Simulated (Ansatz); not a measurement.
Consider the formal exchange of groups at the Si–C bond: `BrC[SiH2]Br` + `BC=C` → `B[SiH2]Br` + `C=CCBr`.

Program: Ansatz. Geometries: PBE0-D4/def2-TZVP. ΔE: electronic, gas phase. CBS: MP2 limit from def2 TZ/QZ plus the TZ coupled-cluster correction, frozen cores. For Br outer-core shells are correlated without core-valence functions, which leaves a few kJ/mol of doubt a bond. Scalar relativity is left out up to krypton. Each species was taken in one conformer, which may not be the lowest.

```json
{"level": "SCS-MP2/def2-QZVPP", "ΔE (kJ/mol)": "77.7"}
{"level": "HF/CBS(def2)", "ΔE (kJ/mol)": "71.9"}
```

(1) What does CCSD(T)/CBS give? (An estimate is asked.)

Largest T1 diagnostic among the species: 0.011.

## Answers

(1) Ansatz gave: +74.5 kJ/mol. The listed levels differ from it by 3.2, -2.6 kJ/mol.
